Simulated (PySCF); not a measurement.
Si(H)2(Me)(NH2), SMILES C[SiH2]N (CH₇NSi), singlet (B3LYP/def2-SVP optimised geometry):

```
10

Si    -0.151    -0.769     0.000
C     -1.002     0.920     0.000
N      1.589    -0.769     0.000
H     -0.586    -1.509    -1.223
H     -0.586    -1.509     1.223
H     -0.728     1.509     0.891
H     -0.729     1.509    -0.892
H     -2.099     0.798     0.001
H      2.099    -0.495     0.834
H      2.099    -0.495    -0.834
```

Method: PySCF with B3LYP/def2-TZVP.

What are the frontier orbital energies and the dipole moment?

HOMO-2 -8.99 eV, HOMO-1 -8.88 eV, HOMO -6.96 eV, LUMO 0.35 eV, LUMO+1 1.08 eV; dipole moment 1.52 D.

Meta-Löwdin charges at B3LYP/def2-TZVP: Si1 0.78, C2 -0.61, N3 -0.74, H4 -0.13, H5 -0.13, H6 0.12, H7 0.12, H8 0.12, H9 0.23, H10 0.23.
